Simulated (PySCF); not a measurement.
Carbon: a sound run and one with changed settings

Sound run: C²⁺ [He] 2s2, C³⁺ [He] 2s1. Computed with PySCF 2.14 in cc-pVTZ (4s3p2d1f, 30 functions), with no relativity, point nucleus. The sound run starts from symmetry-adapted Hartree-Fock orbitals and uses a fine grid where one is needed.

A second run was set up differently.

| species | method | sound run (hartree) | changed run (hartree) | converged |
| --- | --- | --- | --- | --- |
| C²⁺ | UHF | -36.40738 | -36.40738 | yes |
| C²⁺ | MN15 | -36.49626 | -36.49935 | yes |
| C²⁺ | BP86 | -36.50531 | -36.50548 | yes |
| C³⁺ | UHF | -34.72477 | -34.72477 | yes |
| C³⁺ | MN15 | -34.76982 | -34.76900 | yes |
| C³⁺ | BP86 | -34.77150 | -34.77174 | yes |

Ionisation energy of C²⁺:

| method | sound run (eV) | changed run (eV) |
| --- | --- | --- |
| UHF | 45.786 | 45.786 |
| MN15 | 46.979 | 47.085 |
| BP86 | 47.179 | 47.178 |

Q: What was changed?
A. level shift left on
B. basis contracted for another Hamiltonian
C. radial grid too coarse
D. too few SCF iterations

A: C. It used radial step 0.3 in ln r (0.13 in the sound run). A coarse radial grid mis-integrates the density and the exchange-correlation energy, with errors of either sign; Hartree-Fock needs no grid.
